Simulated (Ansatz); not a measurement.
`O[Si](F)(F)F` + H₂S → `F[Si](F)(F)S` + H₂O at 400 K and 1 bar (ligand exchange at the Si–O bond).

Gas-phase electronic energies from Ansatz, PBE0-D4/def2-TZVP geometries. CCSD(T)/CBS adds triple-zeta CCSD(T) − MP2 to the extrapolated MP2 energy (def2 sets, frozen cores). This one scheme is used for every species. One conformer a species, not always the lowest.

```json
{"species": "`O[Si](F)(F)F`", "CCSD(T)/CBS energy (Eh)": "-664.50577", "H − E (kJ/mol)": "88.8", "S (J/(mol·K))": "342.9"}
{"species": "H₂S", "CCSD(T)/CBS energy (Eh)": "-398.97279", "H − E (kJ/mol)": "53.4", "S (J/(mol·K))": "215.9"}
{"species": "`F[Si](F)(F)S`", "CCSD(T)/CBS energy (Eh)": "-987.07717", "H − E (kJ/mol)": "78.8", "S (J/(mol·K))": "359.6"}
{"species": "H₂O", "CCSD(T)/CBS energy (Eh)": "-76.37941", "H − E (kJ/mol)": "69.8", "S (J/(mol·K))": "198.6"}
```

H − E and S are ideal-gas, rigid-rotor, harmonic terms from PBE0-D4/def2-TZVP, for one conformer and one mirror image of each species. 1 Eh = 2625.50 kJ/mol, R = 8.31446 J/(mol·K).

Question: By hand: ΔE, ΔH, ΔS and ΔG.

Answer: ΔE = (-987.07717) + (-76.37941) − (-664.50577) − (-398.97279) = 0.02198 Eh = 57.7 kJ/mol. Δ(H − E) = 78.8 + 69.8 − 88.8 − 53.4 = 6.4, so ΔH = 64.1 kJ/mol. ΔS = 359.6 + 198.6 − 342.9 − 215.9 = -0.6 J/(mol·K). ΔG = 64.1 − 400 × (-0.6)/1000 = 64.3 kJ/mol.

Question: By hand: the equilibrium constant, and the temperature at which ΔG would vanish if ΔH and ΔS stayed fixed.

Answer: log₁₀ K = −ΔG/(RT ln 10) = -8.4. ΔH and −TΔS have one sign here, so there is no such temperature.

The number of gas molecules stays the same, so ΔS is small and ΔH decides. A doubt of 5 kJ/mol in ΔE shifts log₁₀ K by 0.7 here. Other conformers and mirror images would add mixing entropy, several J/(mol·K) or more a flexible species. These are equilibria of isolated gas molecules and say nothing of rates. Largest T1 diagnostic: 0.012 (customary marks: 0.02 for closed shells, 0.045 for open ones).

ΔS is within the doubt of such terms, so its sign, and with it that verdict, could turn.
